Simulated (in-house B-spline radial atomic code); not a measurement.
Results of a calculation; reference values are marked as such.
# Ne in an electron gas of r_s = 3: phase shifts, screening, friction and resistivity

A nucleus sits in a uniform electron gas with a rigid positive background. The Kohn-Sham equations are solved self-consistently in the spin-unpolarised LDA (PW92), non-relativistic, on B-splines with outgoing waves at the boundary and partial waves to l = 8. The model has no lattice, no bands and no magnetic solution. Atomic units; δ_l are the phase shifts at the Fermi level, counted so that each bound state adds π, and good to about 0.0005.

The density parameter is r_s = 3 bohr, near that of the valence electrons of Ag (1 per atom, density 10.5 g/cm³, mass 107.87 u, which gives r_s = 3.02).

```
l  δ_l (rad)
0     5.8573
1     3.1376
2     0.0770
3     0.0073
4     0.0002
5     0.0000
6     0.0000
7     0.0000
8     0.0000
```

Bound levels below the band bottom (hartree): s -30.14, s -1.177, p -0.3528.

Q: Check the Friedel sum rule, and say where the screening charge sits.

A: k_F = (9π/4)^(1/3)/r_s = 0.63972. The rule is Z = (2/π) Σ (2l + 1) δ_l. The terms are s 3.729, p 5.992, d 0.245, f 0.033 and 0.001 beyond, in all 10.000 against Z = 10. Bound states hold 4 s, 6 p, 0 d electrons, so the scattering states carry 0.00 in all; where a term is smaller than its bound count, the bound level has drawn weight out of the band.

Q: Find the transport cross section and the electronic stopping of a 5 keV Ne ion (mass 20.18 u).

A: σ_tr = (4π/k_F²) Σ (l + 1) sin²(δ_l − δ_(l+1)). The terms for l = 0 to 3 are 0.1677, 0.0131, 0.0146, 0.0002, all together 0.1955, so σ_tr = 30.707 × 0.1955 = 6.004 bohr². With n = 3/(4π r_s³) = 0.008842, the friction coefficient is Q = n k_F σ_tr = 0.0340. For v well below v_F = 0.640, dE/dx = Q v; with 24801 eV per u at v = 1, v = √(5000/(24801 × 20.18)) = 0.1000, so dE/dx = 0.00339 hartree/bohr = 1.75 eV/nm. The largest term couples the s and p waves.

Q: What residual resistivity would 1 atomic per cent of such centres give in Ag?

A: Δρ = k_F n_i σ_tr/n in atomic units of 21.74 μΩ·cm. With one host atom per 1 electron, n_i/n = 0.01/1, so Δρ = 0.6397 × 0.01000 × 6.004 × 21.74 = 0.83 μΩ·cm. This is an atom added to the gas, as on an interstitial site.

Q: On a substitutional site the background of one host ion, a sphere holding 1 charge, is taken out. The phase shifts for l = 0 to 4 become 5.4546, 2.8932, -0.0009, 0.0010, 0.0000. What follows?

A: The Friedel sum is now 9.00, for Z − 1 = 9. The sum in σ_tr is 0.4205, so σ_tr = 12.91 bohr² and Δρ = 1.80 μΩ·cm per atomic per cent, 2.15 times the value above. A real host ion scatters too, so this model doesn't give zero even for the host's own atom.
